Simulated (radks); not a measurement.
Species: the platinum ion Pt18+. Configuration: [Kr] 4d9.75 4f12 5s2 5p0.25 (fractional occupations, a model configuration). Calculated with a radial shooting solver on a logarithmic mesh with Libxc functionals: scalar-relativistic Kohn-Sham, B86b exchange with PBE correlation, spin-unpolarised, spherical densities, finite nucleus; Fermi nuclear charge, rms radius 5.427 fm.

Unscreened Slater integrals over Kohn-Sham orbitals (cm^-1). Empty in this configuration: 5d.

integral    value
F0(5p,5p)  216700
F2(5p,5p)  117730
F0(5p,5s)  224810
G1(5p,5s)  152720
F0(5p,4f)  262590
F2(5p,4f)   88701
G2(5p,4f)   30844
G4(5p,4f)   27737
F0(5p,4d)  264280
F2(5p,4d)   87248
G1(5p,4d)   24966
G3(5p,4d)   25307
F0(5p,5d)  204960
F2(5p,5d)  108900
G1(5p,5d)  136130
G3(5p,5d)   86885
F0(5s,5s)  234420
F0(5s,4f)  279490
G3(5s,4f)   36598
F0(5s,4d)  281460
G2(5s,4d)   32379
F0(5s,5d)  211350
G2(5s,5d)   99763
F0(4f,4f)  423420
F2(4f,4f)  215390
F4(4f,4f)  138330
F6(4f,4f)  100490
F0(4f,4d)  425600
F2(4f,4d)  212200
F4(4f,4d)  137600
G1(4f,4d)  239940
G3(4f,4d)  156880
G5(4f,4d)  112730
F0(4f,5d)  242210
F2(4f,5d)   74420
F4(4f,5d)   38250
G1(4f,5d)   23648
G3(4f,5d)   24593
G5(4f,5d)   20480
F0(4d,4d)  432560
F2(4d,4d)  220920
F4(4d,4d)  148800
F0(4d,5d)  243620
F2(4d,5d)   72859
F4(4d,5d)   36251
G0(4d,5d)   18080
G2(4d,5d)   22600
G4(4d,5d)   19244
F0(5d,5d)  195460
F2(5d,5d)  104620
F4(5d,5d)   72389

Derived for the open shells (J is the average intra-shell exchange parameter used in DFT+U). 4d: Racah B = F2/49 - 5 F4/441 = 2822 cm^-1, C = 35 F4/441 = 11810 cm^-1, C/B = 4.19, F4/F2 = 0.674, J = (F2 + F4)/14 = 26410 cm^-1. 4f: F4/F2 = 0.642, F6/F2 = 0.467, J = (286 F2 + 195 F4 + 250 F6)/6435 = 17670 cm^-1. 5p: J = F2/5 = 23550 cm^-1.
